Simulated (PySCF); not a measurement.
C3H6BFO, SMILES C(CB(F)O)=C. Geometry: PBE-D3(BJ)/def2-SVP. This is a generated structure with no PubChem entry under its InChIKey; it may be hypothetical. One conformer was computed; it need not be the lowest.

### Question
Give the equilibrium geometry at PBE-D3(BJ)/def2-SVP (PySCF confirms it by a frequency run) as a Z-matrix. (The exact figures need the calculation; the answer reports its results.)

### Answer
This is not unique; one that fits is 
```
C
H 1 1.1092
H 1 1.1142 2 106.39
C 1 1.4996 2 112.36 3 121.71
C 4 1.3492 1 125.49 2 -150.85
H 5 1.1009 4 121.52 1 -176.23
H 5 1.1039 6 116.97 4 177.95
H 4 1.1059 5 118.16 6 -1.52
B 1 1.5949 2 109.65 3 -113.82
F 9 1.3419 1 120.01 2 36.46
O 9 1.3555 10 117.39 1 -178.22
H 11 0.9812 9 109.14 10 -179.68
```
